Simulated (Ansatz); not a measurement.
AlBrH3NOSi (`N[Si]1(Br)[O][AlH]1`), relaxed with RKS PBE-D4/def2-SVP in the Gaussian-basis code of Ansatz from a rough embedded geometry. The force threshold is 0.03 eV/Å; the program also tests the step.

Charge 0, multiplicity 1.

Start:

```xyz
8

N    -0.422    1.463   -0.676
Si    0.143    0.108    0.265
Br    0.929    0.647    2.274
O    -1.063   -1.049    0.491
Al    0.045   -2.068   -0.572
H     0.380    2.155   -0.817
H    -1.162    1.953   -0.184
H     1.152   -3.210   -0.781
```

| step | energy (eV) | largest force (eV/Å) | largest move (Å) |
| --- | --- | --- | --- |
| 1 | -88070.9294 | 1.672 | 0.000 |
| 2 | -88071.4377 | 1.053 | 0.195 |
| 3 | -88071.6775 | 0.609 | 0.197 |
| 4 | -88071.7513 | 0.478 | 0.149 |
| 5 | -88071.7721 | 0.214 | 0.074 |
| 6 | -88071.7784 | 0.076 | 0.049 |
| 7 | -88071.7798 | 0.058 | 0.025 |
| 8 | -88071.7803 | 0.035 | 0.019 |
| 9 | -88071.7809 | 0.037 | 0.036 |
| 10 | -88071.7819 | 0.128 | 0.074 |
| 11 (rejected) | -88071.7646 | 1.213 | 0.186 |
| 12 | -88071.7861 | 0.128 | 0.093 |
| 13 | -88071.7901 | 0.296 | 0.098 |
| 14 (rejected) | -88071.7864 | 0.793 | 0.145 |
| 15 | -88071.7979 | 0.188 | 0.072 |
| 16 | -88071.8056 | 0.192 | 0.073 |
| 17 | -88071.8163 | 0.443 | 0.110 |
| 18 | -88071.8197 | 0.889 | 0.166 |
| 19 | -88071.8646 | 0.416 | 0.200 |
| 20 | -88071.8771 | 0.170 | 0.200 |
| 21 | -88071.8786 | 0.158 | 0.005 |
| 22 (rejected) | -88071.8755 | 0.802 | 0.163 |
| 23 | -88071.8891 | 0.211 | 0.080 |
| 24 | -88071.8940 | 0.059 | 0.086 |
| 25 | -88071.8951 | 0.128 | 0.047 |
| 26 | -88071.8952 | 0.130 | 0.022 |
| 27 | -88071.8959 | 0.030 | 0.017 |

End:

```xyz
8

N    -0.417    1.593   -0.364
Si    0.139    0.146    0.378
Br    0.419    0.738    2.539
O    -0.869   -1.210    0.125
Al    0.664   -1.967   -0.416
H    -0.561    1.653   -1.374
H    -0.256    2.502    0.074
H     0.881   -3.455   -0.962
```

Run time 24 s (4 threads of a server CPU on a shared host); peak host memory 0.2 GiB.
